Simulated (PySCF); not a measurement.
All of these have the formula C4H12Ge2. Computed, not measured: PySCF 2.14.0, density-fitted response routines, TDDFT wB97X-D/def2-SVPD, vertical, gas phase, core orbitals frozen in the response. Geometries: PBE0-D3(BJ)/def2-SVP; one conformer of each isolated species. Triplets are in the Tamm–Dancoff approximation. 'Strongest' means the level of largest summed f among the lowest 10 singlets; it needn't be the same kind of state in each. Relativistic effects are left out although some hold elements past zinc.

Question: Rank by computed HOMO–LUMO gap, highest first.
A. `[GeH3][CH2][GeH2][CH]1CC1`
B. `C=CC[CH]([GeH3])[GeH3]`
C. `[GeH3][CH]([GeH3])C1CC1`
D. `[GeH2]([CH2]C=C)[CH2][GeH3]`

Answer: A (11.66 eV), B (11.07 eV), C (10.94 eV), D (10.54 eV).

```
                   SMILES  gap (eV)  T1 (eV)  LUMO (eV)  strongest (eV)  HOMO (eV)  first f ≥ 0.01 (nm)  S1 mainly
[GeH3][CH2][GeH2][CH]1CC1     11.66     7.47       1.84            8.12      -9.81                  160  H→L (43%)
   C=CC[CH]([GeH3])[GeH3]     11.07     4.49       1.67            7.27      -9.40                  171  H→L (55%)
  [GeH3][CH]([GeH3])C1CC1     10.94     6.90       1.78            7.53      -9.16                  165  H→L (64%)
C=C[CH2][GeH2][CH2][GeH3]     10.54     4.31       1.67            6.73      -8.87                  184  H→L (67%)
```

H and L stand for HOMO and LUMO.

- `[GeH3][CH2][GeH2][CH]1CC1`: Löwdin shares by element: HOMO carbon 54% or more, germanium 14% or more (atoms not listed hold the other 32%); LUMO germanium 54%, hydrogen 8% or more, carbon 6% or more (atoms not listed hold the other 32%).
- `C=CC[CH]([GeH3])[GeH3]`: Löwdin shares by element: HOMO carbon 82% (atoms not listed hold the other 18%); LUMO germanium 35%, carbon 24% or more (atoms not listed hold the other 41%).
- `[GeH3][CH]([GeH3])C1CC1`: Löwdin shares by element: HOMO carbon 63% (atoms not listed hold the other 37%); LUMO germanium 56%, hydrogen 12% or more (atoms not listed hold the other 33%).
- `C=C[CH2][GeH2][CH2][GeH3]`: Löwdin shares by element: HOMO carbon 74% or more, germanium 9% or more (atoms not listed hold the other 17%); LUMO germanium 32%, carbon 28% or more (atoms not listed hold the other 40%).

Without π bonds the low states are Rydberg-like; a valence basis with one diffuse set may place them up to an eV too high.
